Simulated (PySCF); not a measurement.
HBe, charge +1, singlet, at a GFN2-xTB geometry (such geometries of metal compounds can be far from the true shape). Base run: M062X/6-31G* in PySCF.

PySCF was given this input:
```python
from pyscf import gto, scf, dft, solvent

mol = gto.M(
    atom='''
Be   -0.00000000   -0.00000000   -0.27954691
H     0.00000000    0.00000000    1.11818766
''',
    basis='6-31g*',
    charge=1,
    verbose=4,
)

mf = dft.RKS(mol)
mf.xc = 'm062x'
mf.kernel()
```

The base run was repeated with changes; each row names its change, and settings that it needs were set with it.

```
change                                                            ΔE vs base (kcal/mol)  HOMO-LUMO gap (eV)
----------------------------------------------------------------  ---------------------  ------------------
base                                                                              0.000                8.08
model = COSMO; solvent = dimethylsulfoxide                                        -96.6                9.35
model = IEF-PCM; solvent = 2-propanol                                             -94.2                9.28
model = IEF-PCM; solvent = dichloromethane                                        -87.8                9.16
model = IEF-PCM; solvent = dimethylsulfoxide; vdw_scale = 1.1                         ?                   ?
model = IEF-PCM; solvent = tetrahydrofuran                                        -85.4                9.11
model = C-PCM; solvent = dimethylsulfoxide                                        -97.6                9.36
model = IEF-PCM; solvent = dimethylsulfoxide; vdw_scale = 1.4                     -80.3                8.92
model = IEF-PCM; solvent = water                                                      ?                   ?
model = IEF-PCM; solvent = dimethylsulfoxide; lebedev_order = 11                  -97.6                9.32
model = ddCOSMO; solvent = dimethylsulfoxide                                     -129.0               10.01
model = IEF-PCM; solvent = dimethylsulfoxide; r_probe = 0.5                           ?                   ?
```

Question: What belongs in the gaps?

Answer: 
- model = IEF-PCM; solvent = dimethylsulfoxide; vdw_scale = 1.1, ΔE vs base (kcal/mol): -109.8
- model = IEF-PCM; solvent = dimethylsulfoxide; vdw_scale = 1.1, HOMO-LUMO gap (eV): 9.61
- model = IEF-PCM; solvent = water, ΔE vs base (kcal/mol): -98.4
- model = IEF-PCM; solvent = water, HOMO-LUMO gap (eV): 9.37
- model = IEF-PCM; solvent = dimethylsulfoxide; r_probe = 0.5, ΔE vs base (kcal/mol): -72.5
- model = IEF-PCM; solvent = dimethylsulfoxide; r_probe = 0.5, HOMO-LUMO gap (eV): 8.74

The base is the gas phase, so ΔE is the electrostatic part of solvation at a fixed geometry, without cavity and dispersion terms.
